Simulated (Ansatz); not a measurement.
Reaction (ligand exchange at a Ga–S bond): `[OH][Ga]([SH])[SH]` + dimethylamine → `C[N](C)[Ga]([OH])[SH]` + H₂S

Program: Ansatz. Geometries: PBE0-D4/def2-TZVP. ΔE: electronic, gas phase. CCSD(T)/CBS adds triple-zeta CCSD(T) − MP2 to the extrapolated MP2 energy (def2 sets, frozen cores). This one scheme is used for every species. Functionals use def2-TZVPP. For Ga outer-core shells are correlated without core-valence functions, which leaves a few kJ/mol of doubt a bond. Scalar relativity is left out up to krypton. One conformer a species, not always the lowest.

`[OH][Ga]([SH])[SH]`:

Cartesian coordinates in Å:
```
O 0.152 -1.367 -0.627
Ga 0.107 0.258 0.103
S 2.035 1.260 0.328
S -1.753 1.231 0.750
H -0.703 -1.790 -0.722
H 2.686 0.216 -0.216
H -2.524 0.193 0.385
```

`CNC`:

```xyz
10

C     0.166   -0.155    1.187
N    -0.402   -0.581   -0.071
C    -0.195    0.378   -1.131
H     0.034   -0.935    1.939
H    -0.360    0.737    1.541
H     1.240    0.096    1.133
H    -0.014   -1.476   -0.337
H    -0.740    1.298   -0.902
H    -0.591   -0.014   -2.071
H     0.863    0.652   -1.288
```

`C[N](C)[Ga]([OH])[SH]`:

Cartesian coordinates in Å:
```
C 0.914 -1.403 -0.276
N 0.306 -0.213 0.253
C 0.778 0.140 1.566
Ga -0.940 0.764 -0.631
O -1.525 0.328 -2.261
S -1.810 2.561 0.269
H 2.005 -1.297 -0.364
H 0.721 -2.277 0.363
H 0.528 -1.636 -1.272
H 0.578 -0.657 2.297
H 0.291 1.049 1.928
H 1.863 0.323 1.570
H -1.126 -0.461 -2.633
H -2.582 2.780 -0.810
```

H₂S:

Cartesian coordinates in Å:
```
S 0.053 -0.589 -0.185
H 0.325 0.053 0.961
H -0.378 0.536 -0.776
```

CCSD(T)/CBS gives +48.7 kJ/mol.

Q: Another level gave +62.9 kJ/mol. Which?
A. MP2/def2-TZVPP
B. PBE/def2-TZVPP
C. ωB97X-V/def2-TZVPP
D. r2SCAN-D4/def2-TZVPP

A: B. PBE 62.9, MP2/def2-TZVPP 46.1, r2SCAN-D4 57.4, ωB97X-V 53.0 kJ/mol.

Largest T1 diagnostic among the species: 0.013.

In def2-TZVPP, CCSD(T) changes the Hartree–Fock value by −19.1 kJ/mol (the triples alone add −1.5 kJ/mol) and MP2 by −19.5 kJ/mol. The D4 term adds −8.2 kJ/mol with B3LYP and −4.8 kJ/mol with PBE0; it sums over pairs of atoms, weighted by their polarisabilities, and B3LYP, whose exchange is more repulsive, gets the larger term.

B3LYP here is the variant with VWN-RPA as its local correlation; programs differ in this.
